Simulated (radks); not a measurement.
Results of a calculation; reference values are marked as such.
Valence configurations of Cl2+ (all share [Ne]). Level of theory: scalar-relativistic Kohn-Sham, PBE, spin-polarised, spherical densities, finite nucleus; open shells are filled with parallel spins first; Fermi nuclear charge, rms radius 3.3654 fm (a radial shooting solver on a logarithmic mesh with Libxc functionals). Energies are relative to 3s2 3p3; eigenvalues in eV for spin up.

| valence | E (eV) | moment (Bohr magnetons) | e(3p) | e(3s) |
|---|---|---|---|---|
| 3s2 3p3 | 0.000 | 3 | -33.089 | -46.405 |
| 3s1.5 3p3.5 | 6.565 | 3 | -33.392 | -46.757 |
| 3s1 3p4 | 13.131 | 3 | -33.694 | -47.108 |
| 3s0.5 3p4.5 | 21.471 | 2 | -33.559 | -46.960 |
| 3p5 | 29.127 | 1 | -33.318 | - |

NIST lists [Ne] 3s2 3p3 as the ground configuration; this level of theory agrees among the configurations tried. The energies are those of spherical high-spin densities, not of single terms.
